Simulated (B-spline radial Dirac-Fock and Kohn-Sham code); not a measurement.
**Dipole and non-dipole photoemission parameters of W 5d5/2**

System: the W atom in the configuration [Xe] 4f14 5d4 6s2; threshold 6.83 eV (orbital energy of the model). Calculated with a B-spline atomic structure program, using Dirac-Hartree-Slater photoionisation with a Latter tail; cross sections with all multipoles, angular parameters from the dipole term and its interference with E2.

The run's input, task.json:

```json
{"items": [{
  "Z": 74,
  "q": 0,
  "cfg": [[1, 0, 2], [2, 0, 2], [2, 1, 6], [3, 0, 2], [3, 1, 6], [3, 2, 10], [4, 0, 2], [4, 1, 6], [4, 2, 10], [4, 3, 14], [5, 0, 2], [5, 1, 6], [5, 2, 4], [6, 0, 2]],
  "A": 184,
  "rrms": 5.3658,
  "do": "xps",
  "hv": [60, 64.1, 70.0, 80, 100, 110.0, 124.0, 167.0, 175.0, 265.0, 505.0, 623.0, 736.0, 754.0, 1000, 1500.0, 1590.0, 2000, 2130.0, 2220.0, 2480.0, 2730.0, 3030.0, 6250.0, 8047.8, 8600.0, 9251.7, 10300.0, 10800.0, 15000],
  "edges": {"K": 69525.0, "L1": 12100.0, "L2": 11544.0, "L3": 10207.0, "M1": 2820.0, "M2": 2575.0, "M3": 2281.0, "M4": 1872.0, "M5": 1809.0, "N1": 594.1, "N2": 490.4, "N3": 423.61, "N4": 255.9, "N5": 243.5, "O1": 75.6}
}]}
```

Launch: `python xray2_run.py task.json out`

For linearly polarised light dσ/dΩ = σ/(4π) [1 + β P₂(cos θ) + (δ + γ cos²θ) sin θ cos φ], with θ from the polarisation vector and φ the angle between the beam and the projection of the electron momentum on the plane normal to the polarisation.

```csv
hν (eV),σ (kb),β,γ,δ
60,1220,1.305,0.058,0.016
64.1,968,1.386,0.071,0.017
70,701,1.497,0.091,0.017
80,?,?,?,?
100,161,1.926,0.233,0.009
110,104,1.990,0.279,0.003
124,59.4,1.958,0.323,-0.007
167,17.8,0.576,0.138,-0.004
175,16.0,0.232,0.069,0.006
265,15.7,-0.305,0.007,0.064
505,14.7,0.786,0.188,0.016
623,12.3,0.981,0.136,0.006
736,10.2,1.099,0.080,0.001
754,9.91,1.114,0.072,0.001
1000,6.69,1.252,-0.009,0.001
1500,3.31,1.357,-0.031,0.010
1590,2.95,1.364,-0.021,0.012
2000,1.83,1.380,0.047,0.020
2130,1.59,1.380,0.074,0.023
2220,1.45,1.380,0.094,0.025
2480,1.12,1.375,0.156,0.030
2730,0.893,1.366,0.217,0.035
3030,0.690,1.354,0.293,0.042
6250,0.0937,1.182,0.983,0.111
8047.8,0.0431,1.096,1.258,0.151
8600,0.0349,1.073,1.331,0.164
9251.7,0.0276,1.046,1.411,0.178
10300,0.0195,1.005,1.530,0.202
10800,0.0167,0.987,1.582,0.213
15000,0.00545,0.858,1.933,0.304
```

Q: Give the values at 80 eV.

A: σ = 416 kb, β = 1.669, γ = 0.134, δ = 0.016.
